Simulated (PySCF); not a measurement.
Static response to an electric field

Species: C4HNO2.
Geometry (GFN2-xTB, Å), atoms numbered from 1 in this order:
```xyz
8
C4HNO2 angstrom
N      3.7623   -0.5436   -0.5641
C      2.6451   -0.3319   -0.4069
C      1.3168   -0.0845   -0.2199
C      0.1348    0.1046   -0.0462
C     -1.2612    0.4232    0.1400
O     -1.7150    1.5266    0.0099
O     -1.9692   -0.6570    0.4707
H     -2.9046   -0.4280    0.5920
```

Level: PBE0/def2-SVPD (PySCF), static field, nuclei fixed, core orbitals frozen in the response. The polarisability tensor in these axes (au):

```
x   106.37 -12.69 -10.39
y   -12.69  46.64  -0.17
z   -10.39  -0.17  35.84
```

Problem. What are the eigenvalues, a third of the trace, and Δα (Δα² = ½Σ(αi − αj)² over the three pairs)?

Solution. Principal values 33.97, 44.54 and 110.34 au; mean 62.95 au = 9.33 Å³ = 10.38 × 10⁻⁴⁰ C²·m²/J; Δα = 71.67 au (114 % of the mean).

Problem. What is the dipole moment, and where does it point?

Solution. (-3.32, -0.98, 0.77) D, 3.55 D in size, pointing from the negative to the positive side. Measured along this direction, the outermost atoms are N1 at the negative end and H8 at the positive end.

Problem. Traceless (Buckingham) quadrupole moment about the centre of nuclear charge: eigenvalues?

Solution. -11.90, 5.46, 6.44 D·Å. The values depend on the origin, since the dipole doesn't vanish. The electronic extent ⟨r²⟩ about the same centre is 996 bohr², a root-mean-square distance of 2.41 Å for the 48 electrons.

Problem. Refractivity n − 1 of an ideal gas of it at 350 K and 1 atm, from the electronic α?

Solution. N = p/kT = 2.0968 × 10¹⁹ cm⁻³, so n − 1 = 2π × N × 9.33 × 10⁻²⁴ cm³ = 1229 × 10⁻⁶ at long wavelengths.

Problem. In TDDFT the mean static polarisability is Σ f/ω² over all singlet excitations (ω in hartree). How much of it do the 6 lowest give? Their energies (eV) and oscillator strengths: 4.23, 0.0000; 5.03, 0.0347; 5.07, 0.0001; 5.51, 0.0001; 6.43, 0.0515; 6.91, 0.1640.

Solution. They add up to 4.49 au, 7.1 % of the 62.95 au; the largest single term is 2.54 au, from the state at 6.91 eV. Terms in order: 0.00, 1.02, 0.00, 0.00, 0.92, 2.54 au. Higher excitations give the rest. The strengths listed sum to 0.250.

Geometry: GFN2-xTB, one conformer, isolated molecule.
